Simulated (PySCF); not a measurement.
Si(H)(Cl) anion (ClHSi), SMILES Cl[SiH] (connectivity only; charge and spin as stated), charge -1, multiplicity 2.

Geometry: B3LYP-D3(BJ)/def2-TZVPD. The multiplicity is an assumed one; other spin states were not compared. The isomer is the one that the SMILES or the coordinates give; other isomers of the formula were not compared.

Calculation: B3LYP-D3(BJ)/def2-TZVPD (PySCF 2.14.0).

Frequencies are harmonic and unscaled.

**Question.** Estimate the vibrational spectrum. (An estimate is asked for; the answer gives what the named calculation found.)

**Answer.** 
| mode | ν (cm⁻¹) | IR (km/mol) | moving atoms (share of kinetic energy) |
|---|---|---|---|
| 1 | 336 | 74.8 | Si 54 %, Cl 45 % |
| 2 | 713 | 38.6 | H 95 % |
| 3 | 1862 | 518.7 | H 96 % |
